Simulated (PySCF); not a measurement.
Job file and geometry (Å, from PBE0-D3(BJ)/def2-SVP) of an NMR shielding run on SMILES N#[C][Al-]([C]#N)([C]#N)[C]#N, [C₄AlN₄]-, GIAO B3LYP/pcSseg-2 NMR shielding, non-relativistic, gas phase in PySCF 2.14.0, density-fitted response routines; density fitting, a coarse starting grid and PySCF grid level 2 are the driver's defaults:

```
{"job": {"kind": "nmr", "xc": "B3LYP", "basis": "pcSseg-2", "pop": false}, "charge": -1, "multiplicity": 1}
N      0.151024    -2.100851    -2.321090
C      0.100963    -1.319896    -1.461785
Al     0.003300     0.003100    -0.000785
C      1.672745    -0.056556     1.051755
N      2.654508    -0.091069     1.673031
C     -1.532573    -0.426861     1.161813
N     -2.438180    -0.687176     1.842248
C     -0.229684     1.810101    -0.761344
N     -0.365911     2.874501    -1.207991
```

**Question.** What does the program print?

**Answer.** 
```
coarse grid: 10216 points
cycle   1  E = -614.0562901911  dE =  6.288e-01  |g| = 6.663e-01  |ddm| = 2.585e+00
cycle   2  E = -613.5797381871  dE =  4.766e-01  |g| = 1.597e+00  |ddm| = 1.250e+00
cycle   3  E = -614.1485361066  dE = -5.688e-01  |g| = 2.638e-01  |ddm| = 8.455e-01
cycle   4  E = -614.1645489869  dE = -1.601e-02  |g| = 3.550e-02  |ddm| = 1.813e-01
cycle   5  E = -614.1648123579  dE = -2.634e-04  |g| = 4.565e-03  |ddm| = 2.196e-02
cycle   6  E = -614.1648181701  dE = -5.812e-06  |g| = 7.161e-04  |ddm| = 5.261e-03
final grid: 100696 points
cycle   7  E = -614.1920242668  dE = -3.891e-05  |g| = 3.146e-03  |ddm| = 3.281e-02
cycle   8  E = -614.1920211391  dE =  3.128e-06  |g| = 4.964e-03  |ddm| = 5.569e-03
cycle   9  E = -614.1920256910  dE = -4.552e-06  |g| = 1.933e-03  |ddm| = 2.996e-03
cycle  10  E = -614.1920264986  dE = -8.076e-07  |g| = 2.759e-04  |ddm| = 9.981e-04
cycle  11  E = -614.1920264923  dE =  6.233e-09  |g| = 3.265e-04  |ddm| = 2.373e-04
cycle  12  E = -614.1920265149  dE = -2.257e-08  |g| = 1.822e-05  |ddm| = 1.394e-04
cycle  13  E = -614.1920265149  dE = -5.309e-11  |g| = 5.066e-06  |ddm| = 1.366e-05
converged SCF energy = -614.1920265149

GIAO shielding tensors (ppm)
atom      isotropic    diamagn.    paramagn.     s11        s22        s33       span
  0 N      -86.452     333.445    -419.898   -289.015   -288.783    318.442    607.457
  1 C       42.015     261.530    -219.516    -79.276    -79.209    284.528    363.804
  2 Al     502.132     791.066    -288.934    501.882    502.164    502.349      0.467
  3 C       42.039     261.532    -219.493    -79.227    -79.171    284.514    363.741
  4 N      -86.501     333.428    -419.929   -289.183   -288.965    318.645    607.827
  5 C       42.052     261.544    -219.492    -79.207    -79.154    284.517    363.724
  6 N      -86.529     333.437    -419.967   -289.163   -288.970    318.546    607.709
  7 C       42.035     261.533    -219.497    -79.230    -79.181    284.516    363.746
  8 N      -86.492     333.430    -419.922   -289.134   -288.958    318.616    607.749
```

**Question.** Turn these shieldings into chemical shifts. Shifts are taken against calculated references (same method and geometry level): NH3 for 15N (σ = 258.52 ppm); 13C (σ = 179.19 ppm) vs TMS; 27Al (σ = 478.23 ppm) vs AlH4-.

**Answer.** Averaging equivalent atoms: N 0/4/6/8: 345.0; C 1/3/5/7: 137.2; Al 2: -23.9 ppm. Experimental scales use liquid or dissolved standards, which lie at an offset from isolated NH3 (liquid NH3: subtract about 20 ppm). Unscaled 15N shifts of sp2 nitrogen come out 20 to 40 ppm too high even then.

Size and cost of the density-fitted run: 331 basis functions, 48 s wall time on 1 thread of an Arm Neoverse V2, shared host.
